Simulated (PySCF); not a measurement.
# Electron correlation in B+ (boron, charge +1)

[He] 2s2, closed-shell 1S. All numbers are calculated (PySCF 2.14, no relativity, point nucleus, in 6-31G* (3s2p1d, 14 functions)). Frozen: 1s2; 2 electrons correlated.

Total MP2 correlation energy: -33.34 mhartree.

Same-spin part 0.00 and opposite-spin part -33.34 mhartree; SCS-MP2 scales them by 1/3 and 6/5 to -40.01 mhartree.

With two correlated electrons CCSD is exact within the correlated space (frozen core and kept virtual orbitals).

```
level  correlation energy (mhartree)
 CCSD                         -58.74
```

Diagnostics: T1 = 0.011, D1 = 0.0153, largest double amplitude 0.158.

A double-excitation amplitude exceeds 0.15, a sign of near-degeneracy.

Cost of the coupled-cluster step: 0.05 s of wall time on 1 thread of AMD EPYC 7B13 (shared host), for 2 correlated electrons.

Iterations:

```
CC2 = 0
CCSD nocc = 1, nmo = 13
frozen orbitals [0]
max_cycle = 100
direct = 0
conv_tol = 1e-08
conv_tol_normt = 1e-06
diis_space = 8
diis_start_cycle = 0
Init t2, MP2 energy = -24.2673854182573  E_corr(MP2) -0.0333438185337536
Init E_corr(CCSD) = -0.0333438185337536
cycle = 1  E_corr(CCSD) = -0.0460582605817993  dE = -0.012714442  norm(t1,t2) = 0.0684366
cycle = 2  E_corr(CCSD) = -0.0521174066587211  dE = -0.00605914608  norm(t1,t2) = 0.0360636
cycle = 3  E_corr(CCSD) = -0.058830946887093  dE = -0.00671354023  norm(t1,t2) = 0.01926
cycle = 4  E_corr(CCSD) = -0.0587115867541391  dE = 0.000119360133  norm(t1,t2) = 0.000293286
cycle = 5  E_corr(CCSD) = -0.0587488640858685  dE = -3.72773317e-05  norm(t1,t2) = 8.73711e-05
cycle = 6  E_corr(CCSD) = -0.058739639058688  dE = 9.22502718e-06  norm(t1,t2) = 2.38658e-05
cycle = 7  E_corr(CCSD) = -0.0587405452537172  dE = -9.06195029e-07  norm(t1,t2) = 2.06325e-06
cycle = 8  E_corr(CCSD) = -0.0587403771965102  dE = 1.68057207e-07  norm(t1,t2) = 7.1915e-07
cycle = 9  E_corr(CCSD) = -0.0587403481636313  dE = 2.90328789e-08  norm(t1,t2) = 2.22042e-07
cycle = 10  E_corr(CCSD) = -0.0587403060138597  dE = 4.21497716e-08  norm(t1,t2) = 1.3613e-07
cycle = 11  E_corr(CCSD) = -0.0587403019337811  dE = 4.08007856e-09  norm(t1,t2) = 1.30851e-08
CCSD converged
E(CCSD) = -24.29278190165731  E_corr = -0.05874030193378114
```
